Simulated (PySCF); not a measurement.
**Deuteron quadrupole couplings in `CC(=O)OC(=O)C(F)F`**

Species: C4H4F2O3.
Atom-mapped SMILES: `[CH3:1][C:2](=[O:3])[O:4][C:5](=[O:6])[CH:7]([F:8])[F:9]` (hydrogens: H10, H11, H12 on C1; H13 on C7)

Cartesian coordinates in Å at the GFN2-xTB level; atoms count from 1:
```xyz
13
C4H4F2O3 angstrom
C      2.271    0.499    0.423
C      1.293   -0.564    0.054
O      1.494   -1.712   -0.151
O      0.022    0.025   -0.053
C     -1.112   -0.688   -0.143
O     -1.249   -1.862   -0.038
C     -2.297    0.277   -0.416
F     -3.318   -0.008    0.414
F     -1.954    1.563   -0.207
H      2.037    0.871    1.419
H      2.182    1.333   -0.270
H      3.278    0.094    0.406
H     -2.654    0.172   -1.455
```

Level: PBE0/pcSseg-1 (PySCF, non-relativistic); Q(2H) = 0.00286 b; rigid geometry, the same for H and D, with no vibrational averaging.

Tabulate Vzz, the asymmetry η and χzz = 234.96 MHz × Q × Vzz for every hydrogen position.

| atom | bonded to | bond length (Å) | Vzz (au) | η | χzz (kHz) |
| --- | --- | --- | --- | --- | --- |
| H10 | C1 | 1.088 | 0.3096 | 0.04 | 208 |
| H11 | C1 | 1.087 | 0.3103 | 0.04 | 209 |
| H12 | C1 | 1.085 | 0.3117 | 0.03 | 209 |
| H13 | C7 | 1.103 | 0.2619 | 0.02 | 176 |

Geometry: GFN2-xTB, one conformer, isolated molecule. GFN2-xTB bond lengths can be off by several hundredths of an ångström, more for odd bonds, and the gradients follow them. With a basis this small, the couplings can be 20 % off.
